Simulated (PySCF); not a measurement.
Work out the structure from these simulated measurements.

Formula: CH8F3PSi3.

| Quantity | Value |
| --- | --- |
| Rotational structure | rotational constants A, B, C: 0.892, 0.793, 0.481 GHz [GFN2-xTB] |
| Dipole | 3.20 D [wB97X-D/def2-SVPD] |
| NMR, other nuclei | isotropic shieldings of nuclei other than C and H, by class: 299 (3 F), 392 (1 Si), 412 (1 Si), 421 (1 Si), 619 (1 P) ppm [GIAO PBE0/pcSseg-1] |
| 13C NMR | chemical shifts (computed TMS as zero) by class: -11.6 (1 C) ppm [GIAO PBE0/pcSseg-1] |
| Polarisability | 116.9 au [wB97X-D/def2-SVPD] |
| Triplet | lowest triplet excitation (Tamm–Dancoff): 5.27 eV [TDA wB97X-D/def2-SVPD] |
| 1H NMR | chemical shifts (computed TMS as zero) by class: 4.24 (1 H), 4.06 (3 H), 1.28 (2 H), 0.05 (1 H), -0.14 (1 H) ppm [GIAO PBE0/pcSseg-1] |

The electronic properties come from PySCF, for the isolated species, density fitting. Levels stand in brackets. One conformer (not necessarily the lowest) at the GFN2-xTB geometry, without solvent, vibrations or thermal averaging. NMR values are class means; diastereotopic atoms form classes of their own.

Question: What is the compound? Reason from the data.

Answer: Numbering: `[F:1][Si:2]([F:3])([F:4])[Si@@H:5]([PH2:6])[CH2:7][SiH3:8]`. The one carbon: sp3 carbon bound to silicon [C7] (-11.6 ppm). Hydrogen classes from least to most shielded: 1 H on an SiH silicon, Si5 (4.24 ppm), 3 H on an SiH3 silicon, Si8 (4.06 ppm), 2 H on a three-coordinate phosphorus, P6 (1.28 ppm), 1 H on an sp3 carbon bound to silicon, C7 (0.05 ppm), 1 H on an sp3 carbon bound to silicon, C7 (-0.14 ppm). The other shieldings belong to: 299 ppm, silicon-bound fluorine [F1/F3/F4]; 392 ppm, fluorine-bound silicon [Si2]; 412 ppm, SiH silicon [Si5]; 421 ppm, SiH3 silicon [Si8]; 619 ppm, three-coordinate phosphorus [P6]. The optimised geometry has point group C1 and is an asymmetric top. Structure: `F[Si]([Si@H](C[SiH3])P)(F)F`. Computed isomers that give other values at the same levels: `FC(F)(F)[SiH2][SiH2]P[SiH3]` (13C chemical shifts (computed TMS as zero) by class: 141.3 (1 C) ppm). The assignments are read from this structure; whether some other isomer fits the data as well wasn't checked. The mirror image fits equally.

The values belong to the conformer `[F:1][Si:2]([F:3])([F:4])[Si@@H:5]([PH2:6])[CH2:7][SiH3:8]`: F1–Si2–Si5–P6 -70°, Si2–Si5–C7–Si8 64°, H–P6–Si5–Si2 -48°, H–P6–Si5–Si2 44°.
